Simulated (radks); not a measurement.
Ionisation of the germanium ion Ge+, [Ar] 3d10 4s2 4p1, to [Ar] 3d10 4s2 as the strength of local exchange is varied. Method: scalar-relativistic Kohn-Sham, Slater X-alpha exchange (alpha = 2/3 is LDA exchange), no correlation, spin-unpolarised, spherical densities, point nucleus; computed with a radial shooting solver on a logarithmic mesh with Libxc functionals.

alpha = 0.563: E(Ge+) (hartree) -2081.40853; exchange (hartree) -61.66571; IE (eV) 13.620; -e of the level emptied (eV) 9.491 (4p); <r> of it (bohr) 2.666
alpha = 0.582: E(Ge+) (hartree) -2083.49256; exchange (hartree) -63.81104; IE (eV) 13.789; -e of the level emptied (eV) 9.646 (4p); <r> of it (bohr) 2.650
alpha = 0.667: E(Ge+) (hartree) -2092.84157; exchange (hartree) -73.45959; IE (eV) 14.557; -e of the level emptied (eV) 10.354 (4p); <r> of it (bohr) 2.583
alpha = 0.717: E(Ge+) (hartree) -2098.36058; exchange (hartree) -79.17411; IE (eV) 15.019; -e of the level emptied (eV) 10.783 (4p); <r> of it (bohr) 2.546
alpha = 0.763: E(Ge+) (hartree) -2103.45088; exchange (hartree) -84.45688; IE (eV) 15.451; -e of the level emptied (eV) 11.184 (4p); <r> of it (bohr) 2.513
alpha = 0.801: E(Ge+) (hartree) -2107.66517; exchange (hartree) -88.83926; IE (eV) 15.812; -e of the level emptied (eV) 11.521 (4p); <r> of it (bohr) 2.486
alpha = 0.863: E(Ge+) (hartree) -2114.55905; exchange (hartree) -96.02503; IE (eV) 16.409; -e of the level emptied (eV) 12.080 (4p); <r> of it (bohr) 2.445
alpha = 0.936: E(Ge+) (hartree) -2122.70454; exchange (hartree) -104.54219; IE (eV) 17.127; -e of the level emptied (eV) 12.756 (4p); <r> of it (bohr) 2.399

NIST Atomic Spectra Database: 15.935 eV (measured). The Delta-SCF value meets it near alpha = 0.81. Spin polarisation and multiplet splitting are left out, so open shells lie too high by an amount that depends on their filling.

Beside tabulated values, note that spin-unpolarised runs miss the spin-polarisation part of the exchange energy of open shells.
